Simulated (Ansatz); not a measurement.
## Ligand exchange: HOI + C2H8O2Si2 → SiH3I + C2H6O3Si

Gas-phase species: HOI (hypoiodous acid) `OI`, singlet; C2H8O2Si2 `C=C[Si](O)(O)[SiH3]`, singlet; SiH3I `[SiH3]I`, singlet; C2H6O3Si `C=C[Si](O)(O)O`, singlet. The partners trade OH for SiH3: I–OH and Si–SiH3 bonds give way to I–SiH3 and Si–OH.

Shapes, held fixed at every level: PBE0-D4/def2-TZVP. Flexible molecules stand in one conformer, not always the lowest. Programs: Ansatz 0.2.0. Electronic energies: no zero-point or thermal term.

| level | kind | ΔE (kJ/mol) | less CCSD(T)/def2-TZVPP |
| --- | --- | --- | --- |
| HF/def2-TZVPP | Hartree–Fock | -401.0 | -41.3 |
| PBE-D4/def2-TZVPP | GGA | -322.0 | +37.7 |
| PBE0-D4/def2-TZVPP | global hybrid | -348.4 | +11.3 |
| wB97M-V/def2-TZVPP | range-separated hybrid | -361.9 | -2.2 |
| wB97X-V/def2-TZVPP | range-separated hybrid | -352.4 | +7.3 |
| CCSD/def2-TZVPP | coupled cluster or CI | -367.1 | -7.4 |
| CCSD(T)/def2-TZVPP | coupled cluster or CI | -359.7 | 0.0 |

The highest level, CCSD(T)/def2-TZVPP, gives ΔE = -359.7 kJ/mol; the levels span -401.0 to -322.0. The column of differences is taken from that level and isn't an error. No measured value is set beside it here. For atoms past krypton def2 sets carry core potentials with scalar relativity. Outer-core shells of I are correlated, in sets that cover them unevenly.
